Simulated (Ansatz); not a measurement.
Ansatz (a quantum-chemistry and plane-wave program) input file for CF3O2S, SMILES O=[S](=O)C(F)(F)F, multiplicity 2, PBE-D3(BJ)/def2-SVP. 

Ansatz 0.2 input:
```yaml
crystal:
  periodic: [false, false, false]
  atoms:
    - {symbol: O, position_ang: [1.47400724, 0.19938247, 1.29259131]}
    - {symbol: S, position_ang: [1.01535043, -0.33258796, 0.00000000]}
    - {symbol: O, position_ang: [1.47400724, 0.19938246, -1.29259131]}
    - {symbol: C, position_ang: [-0.86953038, 0.00733560, -0.00000000]}
    - {symbol: F, position_ang: [-1.07562055, 1.30330165, -0.00000001]}
    - {symbol: F, position_ang: [-1.38510863, -0.53569114, -1.07886078]}
    - {symbol: F, position_ang: [-1.38510864, -0.53569114, 1.07886078]}
basis:
  gaussian:
    orbitals: def2-SVP
hamiltonian:
  xc: pbe
  dispersion: d3bj
magnetization: {spin_polarized: true, initial_magnetization: 1}
relax: {f_tol: 0.002, max_steps: 200}
```

Output:

```
WARN ansatz: RAYON_NUM_THREADS=1 ignored (pool sized by the plan → 1); use --threads N
Functional definition: PBE
integrals: 0.05 GiB planned
1093 factors; their error is unknown
mean field: 0.34 GiB planned
mean field evaluation 1: about -24071.5150 eV, gradient 5.8e1 eV
mean field evaluation 2: about -23983.9199 eV, gradient 1.6e2 eV
mean field evaluation 4: about -24082.7933 eV, gradient 1.1e1 eV
mean field evaluation 8: about -24083.3719 eV, gradient 1.6e-1 eV
mean field evaluation 16: about -24083.3020 eV, gradient 1.9e-3 eV
mean field -24083.30195968 eV, -885.0450227699 hartree, gradient 1.3e-5 eV, S^2 0.752005; 0 other end points of the search recorded, 0 dependent functions left out
the calculation of the forces begins
reference -24083.30197390 eV, -885.0450232925 hartree; 33, 32 occupied and 69, 70 virtual orbitals, 1093 factors
relax step   1: F+E_penalty+E_count = -24083.44728909 eV  Δ(F+E_penalty+E_count) = +0.000e0 eV  max|allowed force component| = 1.312e0 eV/Å  Δτ_max = 0.0000 Å  (34 SCF iters, accepted)
these checks for a lower state are left out or cut short: starts, cluster_reference, orbital_swaps, neighbouring_geometries, increment
integrals: 0.05 GiB planned
1093 factors; their error is unknown
mean field: 0.34 GiB planned
mean field -24083.36211826 eV, -885.0472335569 hartree, gradient 2.2e-5 eV, S^2 0.752117; 0 other end points of the search recorded, 0 dependent functions left out
the calculation of the forces begins
reference -24083.36213248 eV, -885.0472340795 hartree; 33, 32 occupied and 69, 70 virtual orbitals, 1093 factors
relax step   2: F+E_penalty+E_count = -24083.50655374 eV  Δ(F+E_penalty+E_count) = -5.926e-2 eV  max|allowed force component| = 7.132e-1 eV/Å  Δτ_max = 0.0180 Å  (33 SCF iters, accepted)
these checks for a lower state are left out or cut short: starts, cluster_reference, orbital_swaps, neighbouring_geometries, increment
integrals: 0.05 GiB planned
1093 factors; their error is unknown
mean field: 0.34 GiB planned
mean field evaluation 32: about -24083.3861 eV, gradient 8.2e-2 eV
mean field -24083.38616616 eV, -885.0481173010 hartree, gradient 1.9e-5 eV, S^2 0.752312; 0 other end points of the search recorded, 0 dependent functions left out
the calculation of the forces begins
reference -24083.38618043 eV, -885.0481178252 hartree; 33, 32 occupied and 69, 70 virtual orbitals, 1093 factors
relax step   3: F+E_penalty+E_count = -24083.52964803 eV  Δ(F+E_penalty+E_count) = -2.309e-2 eV  max|allowed force component| = 1.335e-1 eV/Å  Δτ_max = 0.0213 Å  (35 SCF iters, accepted)
these checks for a lower state are left out or cut short: starts, cluster_reference, orbital_swaps, neighbouring_geometries, increment
integrals: 0.05 GiB planned
1093 factors; their error is unknown
mean field: 0.34 GiB planned
mean field -24083.38635941 eV, -885.0481244028 hartree, gradient 2.6e-5 eV, S^2 0.752327; 0 other end points of the search recorded, 0 dependent functions left out
the calculation of the forces begins
reference -24083.38637367 eV, -885.0481249269 hartree; 33, 32 occupied and 69, 70 virtual orbitals, 1093 factors
relax step   4: F+E_penalty+E_count = -24083.52964653 eV  Δ(F+E_penalty+E_count) = +1.503e-6 eV  max|allowed force component| = 9.366e-2 eV/Å  Δτ_max = 0.0082 Å  (33 SCF iters, rejected (line search))
these checks for a lower state are left out or cut short: starts, cluster_reference, orbital_swaps, neighbouring_geometries, increment
integrals: 0.05 GiB planned
1093 factors; their error is unknown
mean field: 0.34 GiB planned
mean field -24083.38684120 eV, -885.0481421081 hartree, gradient 2.0e-5 eV, S^2 0.752353; 0 other end points of the search recorded, 0 dependent functions left out
the calculation of the forces begins
reference -24083.38685548 eV, -885.0481426331 hartree; 33, 32 occupied and 69, 70 virtual orbitals, 1093 factors
relax step   5: F+E_penalty+E_count = -24083.53020731 eV  Δ(F+E_penalty+E_count) = -5.593e-4 eV  max|allowed force component| = 3.079e-2 eV/Å  Δτ_max = 0.0040 Å  (36 SCF iters, accepted)
these checks for a lower state are left out or cut short: starts, cluster_reference, orbital_swaps, neighbouring_geometries, increment
integrals: 0.05 GiB planned
1093 factors; their error is unknown
mean field: 0.34 GiB planned
mean field -24083.38697931 eV, -885.0481471838 hartree, gradient 2.0e-5 eV, S^2 0.752377; 0 other end points of the search recorded, 0 dependent functions left out
the calculation of the forces begins
reference -24083.38699361 eV, -885.0481477093 hartree; 33, 32 occupied and 69, 70 virtual orbitals, 1093 factors
relax step   6: F+E_penalty+E_count = -24083.53021299 eV  Δ(F+E_penalty+E_count) = -5.682e-6 eV  max|allowed force component| = 3.251e-2 eV/Å  Δτ_max = 0.0057 Å  (34 SCF iters, accepted)
these checks for a lower state are left out or cut short: starts, cluster_reference, orbital_swaps, neighbouring_geometries, increment
integrals: 0.05 GiB planned
1093 factors; their error is unknown
mean field: 0.34 GiB planned
mean field evaluation 64: about -24083.3871 eV, gradient 2.6e-4 eV
mean field -24083.38707440 eV, -885.0481506780 hartree, gradient 1.9e-5 eV, S^2 0.752378; 0 other end points of the search recorded, 0 dependent functions left out
the calculation of the forces begins
reference -24083.38708869 eV, -885.0481512035 hartree; 33, 32 occupied and 69, 70 virtual orbitals, 1093 factors
relax step   7: F+E_penalty+E_count = -24083.53032320 eV  Δ(F+E_penalty+E_count) = -1.102e-4 eV  max|allowed force component| = 4.304e-3 eV/Å  Δτ_max = 0.0029 Å  (27 SCF iters, accepted)
these checks for a lower state are left out or cut short: starts, cluster_reference, orbital_swaps, neighbouring_geometries, increment
integrals: 0.05 GiB planned
1093 factors; their error is unknown
mean field: 0.34 GiB planned
mean field -24083.38707706 eV, -885.0481507758 hartree, gradient 2.9e-5 eV, S^2 0.752378; 0 other end points of the search recorded, 0 dependent functions left out
the calculation of the forces begins
reference -24083.38709135 eV, -885.0481513012 hartree; 33, 32 occupied and 69, 70 virtual orbitals, 1093 factors
relax step   8: F+E_penalty+E_count = -24083.53032326 eV  Δ(F+E_penalty+E_count) = -6.831e-8 eV  max|allowed force component| = 2.651e-3 eV/Å  Δτ_max = 0.0002 Å  (23 SCF iters, accepted)
these checks for a lower state are left out or cut short: starts, cluster_reference, orbital_swaps, neighbouring_geometries, increment
integrals: 0.05 GiB planned
1093 factors; their error is unknown
mean field: 0.34 GiB planned
mean field -24083.38707572 eV, -885.0481507266 hartree, gradient 1.7e-5 eV, S^2 0.752378; 0 other end points of the search recorded, 0 dependent functions left out
the calculation of the forces begins
reference -24083.38709002 eV, -885.0481512520 hartree; 33, 32 occupied and 69, 70 virtual orbitals, 1093 factors
relax step   9: F+E_penalty+E_count = -24083.53032354 eV  Δ(F+E_penalty+E_count) = -2.724e-7 eV  max|allowed force component| = 4.490e-4 eV/Å  Δτ_max = 0.0001 Å  (23 SCF iters, accepted)
integrals: 0.05 GiB planned
1093 factors; their error is unknown
mean field: 0.34 GiB planned
mean field evaluation 96: about -24083.3871 eV, gradient 1.5e-4 eV
mean field -24083.38707572 eV, -885.0481507266 hartree, gradient 1.7e-5 eV, S^2 0.752378; 1 other end points of the search recorded, 0 dependent functions left out
the calculation of the forces begins
reference -24083.38709002 eV, -885.0481512520 hartree; 33, 32 occupied and 69, 70 virtual orbitals, 1093 factors
Total energy: -24083.53033783 eV, -885.0534155123 hartree
Atom 0 at     1.507866     0.206147     1.314805 Å, force     0.000068     0.000086    -0.000012 eV/Å
Atom 1 at     1.052053    -0.348665    -0.000000 Å, force    -0.000184    -0.000199    -0.000000 eV/Å
Atom 2 at     1.507866     0.206147    -1.314805 Å, force     0.000068     0.000086     0.000012 eV/Å
Atom 3 at    -0.895707     0.007093    -0.000000 Å, force     0.000249     0.000449     0.000000 eV/Å
Atom 4 at    -1.096402     1.319846    -0.000000 Å, force    -0.000016    -0.000214    -0.000000 eV/Å
Atom 5 at    -1.413840    -0.542568    -1.093404 Å, force    -0.000093    -0.000104    -0.000193 eV/Å
Atom 6 at    -1.413840    -0.542568     1.093404 Å, force    -0.000093    -0.000104     0.000193 eV/Å
Dipole moment:    -0.340611    -0.240440    -0.000000 e Å
```

The calculation finished and met its thresholds.
